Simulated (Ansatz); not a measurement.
**Two structures, one formula**

The two ends of one reaction step of BSiH₄F₃, singlet (PBE0-D4/def2-TZVP).

A:

```
atom    x (Å)    y (Å)    z (Å)
  B1  -0.8428  -0.5682   0.0864
 Si2  -0.0914   1.2087  -0.5465
  F3  -1.2700  -1.4909  -0.7527
  F4  -0.9942  -0.8496   1.3765
  H5   1.3612  -1.7384   1.4112
  F6   1.6004  -1.5300   0.5444
  H7  -1.2220   2.1240  -0.8651
  H8   0.7364   1.8306   0.5183
  H9   0.7225   1.0136  -1.7726
```

B:

B1  (-0.738, -1.798, 0.581)
Si2  (0.591, 1.453, -0.470)
F3  (-1.116, -1.843, -0.675)
F4  (-1.404, -1.063, 1.439)
H5  (0.975, 0.131, 0.097)
F6  (0.282, -2.516, 0.985)
H7  (-0.879, 1.493, -0.660)
H8  (1.011, 2.515, 0.476)
H9  (1.278, 1.629, -1.773)
(Å)

Program: Ansatz 0.2.0. Basis: def2-TZVPP. Cores are frozen in the correlated methods. B3LYP uses VWN-RPA correlation.

(1) Which structure is lower at CCSD(T), and by how much? (An estimate is asked for; the value comes from the calculation.)

T1 diagnostic: at most 0.013.

Answers

(1) The calculation gives: B, by 1.610 eV (electronic energy, against the other). By their contacts, A is a complex of BSiH₃F₂ ([F][B]([F])[SiH3]) + HF and B is a complex of BF₃ ([F][B]([F])[F]) + SiH₄.

All methods give the same order:

```tsv
method	E(B) − E(A) (eV)
SPW92	-1.468
PBE-D4	-1.427
BLYP-D4	-1.535
r2SCAN-D4	-1.603
B97M-V	-1.683
PBE0-D4	-1.512
B3LYP-D4	-1.601
r2SCAN0-D4	-1.642
BHLYP-D4	-1.700
CAM-B3LYP-D4	-1.640
wB97X-V	-1.557
wB97M-V	-1.605
B2PLYP	-1.639
PBE-QIDH	-1.603
RPA on PBE	-1.594
HF	-1.892
MP2	-1.635
CCSD	-1.646
CCSD(T)	-1.610
```

Labels in which every atom is bracketed show which atoms are joined, not bond orders.

For scale, one of the runs: CCSD(T)/def2-TZVPP, 222 basis functions, launched by `ansatz run in.yaml --threads 4 --pin off --events-out ev --progress --plain --max-ram 9574MiB`. Time: 100 s of wall clock on 4 CPU threads of an Arm Neoverse V1; the host was shared. Peak host memory: 3.7 GiB.
